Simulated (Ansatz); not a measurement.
**Hf(OH)4 in a box, plane waves**

Ansatz 0.2.0, DFT PBE, spin-orbit coupling, plane waves, PAW, molecule in a box. The geometry was relaxed with Gaussian bases (BP86; Hf def2-SVP with ECP60, O def2-SVP, H def2-SVP).

```yaml
crystal:
  lattice:
    - [13.5, 0.0, 0.0]
    - [0.0, 13.76, 0.0]
    - [0.0, 0.0, 12.85]
  atoms:
    - { symbol: Hf, position: [0.4696837, 0.49997238, 0.52308327] }
    - { symbol: O, position: [0.59889926, 0.49997166, 0.45657043] }
    - { symbol: H, position: [0.66629926, 0.49997166, 0.43179455] }
    - { symbol: O, position: [0.4564763, 0.61549927, 0.60904125] }
    - { symbol: H, position: [0.44363111, 0.67291206, 0.64985681] }
    - { symbol: O, position: [0.36727481, 0.49997093, 0.41627626] }
    - { symbol: H, position: [0.33333333, 0.4999702, 0.35019455] }
    - { symbol: O, position: [0.4564763, 0.38444695, 0.60904358] }
    - { symbol: H, position: [0.44363111, 0.32703488, 0.6498607] }
basis:
  ecutwfc: 420
  ecutrho_ratio: 4
kpoints:
  mp_grid: { grid: [1, 1, 1] }
hamiltonian:
  xc: pbe
scf:
  occupations: { method: gaussian, width: 0.01 }
output:
  forces: true
  eigenvalues: true
  populations: true
  write_density: true
  write_potential: true
  elf: true
  volumetric_format: npy
magnetization:
  noncollinear: true
  spin_orbit: true
```

Command:
```sh
ansatz run input.yaml --threads 2 --pin off --max-ram 5120MiB --backend cpu --events-out ev --progress --plain --runs-dir out
```
It took 38 s on 2 threads of Arm Neoverse V1, with other jobs on the host, peak memory 3.1 GiB.

(1) How does the SCF go?

(2) Which levels lie next to the highest filled one (eV, counted from it)?

(3) What forces are left at this geometry, relaxed with Gaussian bases (eV/Å)?

The highest of the empty levels listed lie near the vacuum level and may be states of the box.

The forces come from the other functional as well as from the basis.

## Answers

(1) 
```
SCF iter   1: F=—  HF=-18086.743107 eV  |F-HF|=—  |Δ(HF+E_count)|=         —  Δρ=3.50e-2
preconditioner: auto → Resta (q_TF=auto, 1.451 Å⁻¹)  ε∞=1.1  [insulator: Δε(μ)=9.521 eV  Ē_g=13.317 eV  σ=0.010 eV  W_gap=1.00  n_
spin=Noncollinear: Resta preconditioning applied to the charge; magnetization (m_x, m_y, m_z) channels mix plain (no charge-respon
SCF iter   2: F=—  HF=-18077.761274 eV  |F-HF|=—  |Δ(HF+E_count)|=    8.98e0  Δρ=1.01e-2
SCF iter   3: F=—  HF=-18077.386910 eV  |F-HF|=—  |Δ(HF+E_count)|=   3.74e-1  Δρ=7.01e-3
...
SCF iter   6: F=—  HF=-18077.280393 eV  |F-HF|=—  |Δ(HF+E_count)|=   8.96e-5  Δρ=1.32e-4
SCF iter   7: F=—  HF=-18077.280429 eV  |F-HF|=—  |Δ(HF+E_count)|=   3.59e-5  Δρ=5.02e-5
SCF iter   8: F=—  HF=-18077.280400 eV  |F-HF|=—  |Δ(HF+E_count)|=   2.93e-5  Δρ=1.13e-5
SCF iter   9: F=—  HF=-18077.280402 eV  |F-HF|=—  |Δ(HF+E_count)|=   1.60e-6  Δρ=3.01e-6
SCF iter  10: F=-18077.280402 eV  HF=-18077.280402 eV  |F-HF|=4.77e-10  |Δ(HF+E_count)|=   5.16e-8  Δρ=5.82e-7
```

(2) Filled: -0.61, -0.61, -0.58, -0.58, -0.04, -0.04, -0.02, -0.02, 0.00, 0.00. Empty: 5.77, 5.77, 6.54, 6.54, 6.58, 6.58, 6.64, 6.64.

(3) 
```
Hf   0.05  0.00 -0.06
O   -0.25  0.00  0.11
H   -0.25  0.00  0.13
O    0.02 -0.21 -0.14
H    0.03 -0.23 -0.16
O    0.17  0.00  0.19
H    0.18  0.00  0.24
O    0.02  0.21 -0.14
H    0.03  0.23 -0.16
```
